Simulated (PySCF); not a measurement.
# Frontier orbitals and the lowest excitations

C6H6FS (charge +1).
Z-matrix (Å and degrees, GFN2-xTB geometry), rows numbered from 1:
```
C 
C   1  1.4869
C   2  1.3868  1  119.65
S   3  1.6850  2  126.08  1   179.28
C   4  1.6807  3  103.24  2     0.02
C   5  1.3823  4  122.81  3    -0.20
F   6  1.3221  5  117.40  4  -179.97
C   6  1.3904  5  124.49  4     0.22
H   1  1.0862  2  111.63  3    28.17
H   1  1.0865  2  111.11  3   150.56
H   1  1.0910  2  109.46  3   -90.89
H   3  1.0811  2  119.90  1    -0.73
H   5  1.0812  4  117.01  3   179.66
H   8  1.0817  2  119.61  1     0.84
```

Computed, not measured: TDDFT CAM-B3LYP/def2-SVPD, vertical, gas phase, core orbitals frozen in the response (PySCF).

Kohn–Sham orbitals with the atoms that hold most of them (Löwdin shares over 4%, at most four atoms; ? is withheld):

```
orbital  ε (eV)                           atoms
 HOMO-3  -17.03  C1 38%, H9 17%, H10 12%, C2 9%
 HOMO-2  -16.65  S4 30%, C1 14%, C2 12%, C3 10%
 HOMO-1  -14.93                               ?
   HOMO  -14.45  C3 23%, C5 23%, C2 14%, C6 12%
   LUMO       ?                               ?
 LUMO+1   -5.21  C2 22%, C6 20%, C3 16%, C5 14%
 LUMO+2   -3.19          S4 64%, C5 11%, C3 10%
```

Which atoms hold the LUMO, and with what shares?

S4 (bonded to 2 C) 26%; C8 (bonded to 2 C and H) 20%; C5 (bonded to C, S and H) 18%; C3 (bonded to C, S and H) 17%. By element: carbon 55% or more, sulfur 26%.

Which atoms hold the HOMO-1, and with what shares?

C8 (bonded to 2 C and H) 27%; S4 (bonded to 2 C) 22%; C6 (bonded to 2 C and F) 12%; C2 (bonded to 3 C) 12%. By element: carbon 50% or more, sulfur 22%.

What is the LUMO energy, and the HOMO–LUMO gap?

ε(LUMO) = -7.01 eV; the gap is 7.44 eV (0.2736 hartree).

The HOMO–LUMO gap is 7.44 eV. Where does the response calculation put the lowest singlet, and from which orbitals?

S1 is at 4.53 eV (f = 0.071), 2.91 eV below the gap, made of HOMO→LUMO (92%). 

One configuration dominates each of S1, S2, S3, S4 and S5. Which, and how do the shares of the two leading atoms of either orbital change from the occupied to the empty one?

- S1 (4.53 eV, f 0.071), HOMO→LUMO (92%): C3 23% → 17%, C5 23% → 18%, S4 at most 13% → 26%, C8 at most 13% → 20%
- S2 (5.20 eV, f 0.061), HOMO-1→LUMO (87%): C8 27% → 20%, S4 22% → 26%
- S3 (5.95 eV, f 0.0056), HOMO-2→LUMO (96%): S4 30% → 26%, C1 14% → at most 18%, C8 at most 10% → 20%
- S4 (6.66 eV, f 0.375), HOMO→LUMO+1 (84%): C3 23% → 16%, C5 23% → 14%, C2 14% → 22%, C6 12% → 20%
- S5 (6.77 eV, f 0.308), HOMO-1→LUMO+1 (82%): C8 27% → at most 15%, S4 22% → at most 15%, C2 12% → 22%, C6 12% → 20%
